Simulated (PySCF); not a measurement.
CH₃Cl₃Si, SMILES C[Si](Cl)(Cl)Cl. Coordinates come from a B3LYP-D3(BJ)/def2-SVP optimisation. The isomer is the one that the SMILES or the coordinates give; other isomers of the formula were not compared.

Computed equilibrium geometry at B3LYP-D3(BJ)/def2-SVP (PySCF confirms it by a frequency run) as Cartesian coordinates in Å, and its point group:
point group C3v.
```xyz
8

C      0.0000     0.0000     2.1096
Si     0.0000     0.0000     0.2562
Cl     1.6747    -0.9669    -0.4648
Cl    -1.6747    -0.9669    -0.4648
Cl     0.0000     1.9338    -0.4648
H      0.8956     0.5171     2.4865
H     -0.8956     0.5171     2.4865
H      0.0000    -1.0342     2.4865
```
Charge 0, spin multiplicity 1.
